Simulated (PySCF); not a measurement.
Te(Et)(SH) (C2H6STe), SMILES C(C)[Te]S. Atoms are numbered in the order given.

```xyz
10

Te     0.0704    -0.0757     0.7229
C      0.8037    -1.3958    -0.8732
C      1.4930    -0.6589    -2.0079
H     -0.0669    -1.9720    -1.2161
H      1.4805    -2.0855    -0.3426
H      2.3882    -0.1224    -1.6580
H      0.8134     0.0763    -2.4659
H      1.8025    -1.3686    -2.7949
S     -1.3378     1.3238    -0.6994
H     -2.4544     0.5573    -0.6385
```

Geometry: B3LYP-D3(BJ)/def2-SVP. The structure was generated by enumeration, and PubChem lists no compound with its InChIKey, so it may never have been made. The def2 effective core potentials stand for the cores of Te; spin–orbit coupling is left out. Other conformers were not sampled.

Calculation: TDDFT-M06-2X/def2-SVPD (PySCF).

Vertical excitations. 

| state | energy (eV) | λ (nm) | f | main pairs |
|---|---|---|---|---|
| S1 | 3.04 | 407 | 0.001 | HOMO→LUMO 95 % |
| S2 | 4.06 | 305 | 0.007 | HOMO−1→LUMO 92 % |
| S3 | 4.65 | 267 | 0.001 | HOMO→LUMO+1 81 %, HOMO→LUMO+5 14 % |
| S4 | 5.61 | 221 | 0.047 | HOMO→LUMO+2 81 % |
| S5 | 5.72 | 217 | 0.051 | HOMO−2→LUMO 70 % |
| S6 | 5.99 | 207 | 0.023 | HOMO→LUMO+3 87 % |
| S7 | 6.05 | 205 | 0.011 | HOMO−1→LUMO+2 62 % |
| S8 | 6.18 | 201 | 0.078 | HOMO−1→LUMO+1 62 %, HOMO−3→LUMO 14 % |
| S9 | 6.41 | 193 | 0.039 | HOMO→LUMO+4 65 %, HOMO→LUMO+5 14 %, HOMO−1→LUMO+1 11 % |
| S10 | 6.51 | 190 | 0.007 | HOMO→LUMO+5 63 %, HOMO→LUMO+4 19 %, HOMO→LUMO+1 11 % |
| T1 | 2.50 | 497 | 0 | HOMO→LUMO 93 % |
| T2 | 3.63 | 341 | 0 | HOMO−1→LUMO 91 % |
| T3 | 4.10 | 302 | 0 | HOMO→LUMO+1 75 %, HOMO→LUMO+5 20 % |
| T4 | 4.65 | 267 | 0 | HOMO−2→LUMO 68 %, HOMO−3→LUMO 16 % |
Triplets are in the Tamm–Dancoff approximation, which puts them higher than full response would, so one can lie above its singlet here.
